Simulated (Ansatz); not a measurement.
`C[NH][Hf]([OH])([Cl])[Cl]` and `[OH][Hf]([Cl])([Cl])[I]` differ in one atom or group.

Ansatz, PBE0-D4/def2-TZVP geometries, multiplicity 1. Each molecule was computed in one conformer, which needn't be the lowest.

Elements past krypton have def2 core potentials.

```json
{"property": "HOMO energy (ωB97M-V/def2-TZVPP) / eV", "`C[NH][Hf]([OH])([Cl])[Cl]`": "-9.55"}
{"property": "ideal-gas entropy at 298 K and 1 bar (rigid rotor, harmonic PBE0-D4/def2-TZVP) / J/(mol·K)", "`C[NH][Hf]([OH])([Cl])[Cl]`": "440"}
{"property": "LUMO energy (PBE/def2-TZVPP) / eV", "`C[NH][Hf]([OH])([Cl])[Cl]`": "-1.59"}
{"property": "HOMO–LUMO gap (PBE0/def2-TZVPP) / eV", "`C[NH][Hf]([OH])([Cl])[Cl]`": "6.56"}
{"property": "HOMO–LUMO gap (ωB97M-V/def2-TZVPP) / eV", "`C[NH][Hf]([OH])([Cl])[Cl]`": "10.58"}
{"property": "size of the dipole moment (ωB97M-V/def2-TZVPP) / D", "`C[NH][Hf]([OH])([Cl])[Cl]`": "3.26"}
```

**Question.** Give the same properties after the change, and the shifts. (Estimate.)

**Answer.** The calculation gave: 
| property | `[OH][Hf]([Cl])([Cl])[I]` | shift |
| --- | --- | --- |
| HOMO energy (ωB97M-V/def2-TZVPP) / eV | -10.12 | -0.57 |
| ideal-gas entropy at 298 K and 1 bar (rigid rotor, harmonic PBE0-D4/def2-TZVP) / J/(mol·K) | 419 | -21 |
| LUMO energy (PBE/def2-TZVPP) / eV | -2.48 | -0.89 |
| HOMO–LUMO gap (PBE0/def2-TZVPP) / eV | 6.32 | -0.24 |
| HOMO–LUMO gap (ωB97M-V/def2-TZVPP) / eV | 10.38 | -0.20 |
| size of the dipole moment (ωB97M-V/def2-TZVPP) / D | 2.84 | -0.42 |

With PBE0 the HOMO falls by 0.76 eV and the LUMO falls by 1.01 eV, so the gap narrows by about 0.25 eV. PBE moves the HOMO by -0.93 eV and ωB97M-V by -0.57 eV. The zero-point energy changes by -139.0 kJ/mol with -15 modes. Dipoles are sizes alone; their direction can turn. Modes under 60 cm⁻¹, often nearly free rotors, make the harmonic entropy too high.

Spin–orbit coupling is left out; it splits and shifts lone-pair levels of the heavy atoms by tenths of an eV.
